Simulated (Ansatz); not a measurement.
Start from `CN[Si](N)(F)F` and change one atom or group to get `N[Si](F)(F)[Te][InH2]`.

Ansatz, PBE0-D4/def2-TZVP geometries, multiplicity 1. Each molecule was computed in one conformer, which needn't be the lowest.

Elements past krypton have def2 core potentials.

```tsv
property	`CN[Si](N)(F)F`
LUMO energy (B3LYP/def2-TZVPP) / eV	0.42
HOMO energy (PBE/def2-TZVPP) / eV	-5.86
size of the dipole moment (B3LYP/def2-TZVPP) / D	2.59
HOMO–LUMO gap (B3LYP/def2-TZVPP) / eV	7.49
LUMO energy (PBE/def2-TZVPP) / eV	-0.05
size of the dipole moment (PBE/def2-TZVPP) / D	2.54
```

Q: Give the same properties after the change, and the shifts. (Best estimate.)

A: The calculation gave: 
| property | `N[Si](F)(F)[Te][InH2]` | shift |
| --- | --- | --- |
| LUMO energy (B3LYP/def2-TZVPP) / eV | -1.27 | -1.69 |
| HOMO energy (PBE/def2-TZVPP) / eV | -5.47 | 0.39 |
| size of the dipole moment (B3LYP/def2-TZVPP) / D | 3.13 | 0.54 |
| HOMO–LUMO gap (B3LYP/def2-TZVPP) / eV | 4.98 | -2.51 |
| LUMO energy (PBE/def2-TZVPP) / eV | -1.73 | -1.68 |
| size of the dipole moment (PBE/def2-TZVPP) / D | 3.05 | 0.51 |

With PBE0 the HOMO rises by 0.83 eV and the LUMO falls by 1.83 eV, so the gap narrows by about 2.66 eV. PBE moves the HOMO by 0.39 eV and ωB97M-V by 1.17 eV. Dipoles are sizes alone; their direction can turn.

B3LYP here is the variant with VWN-RPA as its local correlation; programs differ in this.

Spin–orbit coupling is left out; it splits and shifts lone-pair levels of the heavy atoms by tenths of an eV.
